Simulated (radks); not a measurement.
Question: The mean radii <r> (bohr) of the occupied orbitals of an atom or ion are listed with their occupations. Calculated with a radial shooting solver on a logarithmic mesh with Libxc functionals: scalar-relativistic Kohn-Sham, SCAN, spin-polarised, spherical densities, finite nucleus; meta-GGA in the generalised Kohn-Sham scheme; Fermi nuclear charge, rms radius of each element as measured or else 0.836 A^(1/3) + 0.57 fm.

orbital  occ.      <r>
1s up       1  0.02842
1s down     1  0.02842
2s up       1   0.1225
2s down     1   0.1225
2p up       3   0.1071
2p down     3   0.1071
3s up       1   0.3296
3s down     1   0.3295
3p up       3   0.3280
3p down     3   0.3280
3d up       5   0.3051
3d down     5   0.3050
4s up       1   0.7812
4s down     1   0.7810
4p up       3   0.8326
4p down     3   0.8329
4d up       5   0.9468
4d down     3   0.9501

Name the element and its charge. Open shells, if any, are filled with parallel spins first.

Answer: Z = 51, antimony, charge +7: Sb7+ in [Kr] 4d8. The 1s radius gives Z: for a bare nucleus <r> = (2 gamma + 1)/(2Z) with gamma = sqrt(1 - (Z/c)^2), 0.028 bohr for Z = 51, and screening makes it slightly larger (0.02842 here). The occupations add up to 44, and the charge is Z minus that.
